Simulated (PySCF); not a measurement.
How the functional moves excitation energies

C2H4BN.
Cartesian coordinates in Å at the PBE0-D3(BJ)/def2-SVP level; atoms count from 1:
```xyz
8
C2H4BN angstrom
C      2.0762   -0.4138    0.5121
C      0.9822    0.0632    0.2700
B     -0.3902    0.6814   -0.0313
N     -1.4765   -0.1252   -0.3532
H      3.0449   -0.8280    0.7267
H     -0.5453    1.8802    0.0076
H     -1.4176   -1.1342   -0.4049
H     -2.3929    0.2496   -0.5576
```

Linear-response calculations in the def2-SVPD basis (PySCF; singlets by full response, triplets Tamm–Dancoff, core orbitals frozen in the response; HF means time-dependent Hartree–Fock). 'Strongest' is the level of largest summed f among the singlets computed (10 roots, of which the last may lack a degenerate partner); it can jump between rows when another state enters that window. S1 is the lowest singlet of each run and needn't be the same state throughout; f(S1) is that of one state. Geometry: PBE0-D3(BJ)/def2-SVP; no solvent, vibrations or thermal averaging.

```tsv
functional	kind	S1 (eV)	f(S1)	strongest (eV)	T1 (eV)	HOMO (eV)	gap (eV)	ionisation energy, ΔSCF (eV)
LDA	LDA	4.89	0.000	6.74	4.43	-6.79	4.80	10.20
PBE	GGA	4.95	0.000	6.62	4.31	-6.63	4.88	9.93
B3LYP	global hybrid, 20% exact exchange	5.10	0.000	7.14	4.44	-7.63	6.61	10.08
PBE0	global hybrid, 25% exact exchange	5.17	0.000	7.45	4.40	-7.87	7.06	10.10
BHandHLYP	global hybrid, 50% exact exchange	5.21	0.000	7.95	4.47	-8.96	9.20	10.17
CAM-B3LYP	range-separated hybrid	5.21	0.000	7.79	4.51	-9.24	9.56	10.27
wB97X-D	range-separated hybrid	5.26	0.000	8.52	4.61	-9.76	10.78	10.22
LC-wPBE	range-separated hybrid	5.36	0.000	9.00	4.49	-10.67	12.14	10.42
HF	Hartree–Fock	5.08	0.000	8.72	4.08	-10.64	12.72	not settled
```

S1 runs from 4.89 eV (LDA) to 5.36 eV (LC-wPBE), a spread of 0.46 eV, while the orbital gap spreads over 7.9 eV. −ε(HOMO) comes closest to its own ΔSCF ionisation energy with LC-wPBE (+0.24 eV) and misses most with LDA (-3.41 eV). 'Not settled' means that the ion's SCF failed to converge or may have ended in another state than the lowest.
